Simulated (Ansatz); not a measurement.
`C=[C]([GaH2])[InH2]` + H₂O → `C=[C](O)[GaH2]` + `[InH3]`  (formal hydrolysis of a C–In bond)

Computed with Ansatz on PBE0-D4/def2-TZVP structures; ΔE is electronic, products minus reactants. CCSD(T)/CBS is the MP2 limit (def2-TZVPP, def2-QZVPP) plus CCSD(T) − MP2 in def2-TZVPP, frozen cores. This one scheme is used for every species. DFT in def2-TZVPP. HSE06 is defined as in plane-wave codes. Elements past krypton have def2 core potentials. For Ga, In outer-core shells are correlated without core-valence functions, which leaves a few kJ/mol of doubt a bond. Scalar relativity is left out up to krypton. Each species was taken in one conformer, which may not be the lowest.

Is it downhill or uphill in electronic energy at CCSD(T)/CBS, and by how much? (An estimate is asked.)

Computed: Uphill: ΔE = +63.6 kJ/mol.

What do these levels give: r2SCAN-D4, r2SCAN0-D4, PBE0, HSE06, CCSD/def2-TZVPP, MP2/CBS(def2)? (An estimate is asked.)

Computed: r2SCAN-D4 35.8, r2SCAN0-D4 40.4, PBE0 36.8, HSE06 37.0, CCSD/def2-TZVPP 55.3, MP2/CBS(def2) 76.6 kJ/mol.

Largest T1 diagnostic among the species: 0.014.

From BLYP to BHLYP (50 % exact exchange), in def2-TZVPP and without D4, ΔE moves by +6.4 kJ/mol. Leaving LDA and LC-ωPBE aside and taking each functional with its dispersion term where it has one, the values, not all of them listed here, spread over 23.1 kJ/mol, from B97M-V to PBE-QIDH. LDA lies −11.6 kJ/mol from PBE without D4. At CCSD(T), def2-SVP lies −29.2 kJ/mol from the extrapolated value and def2-TZVPP −6.1 kJ/mol.
